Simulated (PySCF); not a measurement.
Isomers of C6H3Cl3, one GFN2-xTB conformer each. Single-point energies are computed at PBE0/pcSseg-1 (PySCF, gas phase, no added dispersion term), electronic only.

| SMILES | GFN2-xTB relative energy (kJ/mol) |
| --- | --- |
| CC#CC#CC(Cl)(Cl)Cl | 0.0 |
| C#C[C@@H]1C=C1C(Cl)(Cl)Cl | 116.2 |

**Question.** What does PBE0/pcSseg-1 give for the same structures?

**Answer.** 
```json
{"SMILES": "CC#CC#CC(Cl)(Cl)Cl", "PBE0/pcSseg-1 E (Eh)": "-1610.08226", "PBE0/pcSseg-1 (kJ/mol)": "0.0", "GFN2-xTB (kJ/mol)": "0.0", "point group": "near C3v"}
{"SMILES": "C#C[C@@H]1C=C1C(Cl)(Cl)Cl", "PBE0/pcSseg-1 E (Eh)": "-1610.04497", "PBE0/pcSseg-1 (kJ/mol)": "97.9", "GFN2-xTB (kJ/mol)": "116.2", "point group": "C1"}
```

Both levels put the same isomer lowest. As drawn, the higher has a three-membered ring and a C=C bond outside aromatic rings, which the lower lacks.

**Question.** Which frontier levels, dipoles and rotational constants go with these structures?

**Answer.** 
| SMILES | HOMO (eV, PBE0/pcSseg-1) | LUMO (eV) | dipole (D) | A, B, C (MHz) |
| --- | --- | --- | --- | --- |
| CC#CC#CC(Cl)(Cl)Cl | -7.65 | -1.67 | 4.22 | 1693, 394.6, 394.6 |
| C#C[C@@H]1C=C1C(Cl)(Cl)Cl | -7.70 | -1.60 | 1.78 | 1457, 693.4, 665.4 |
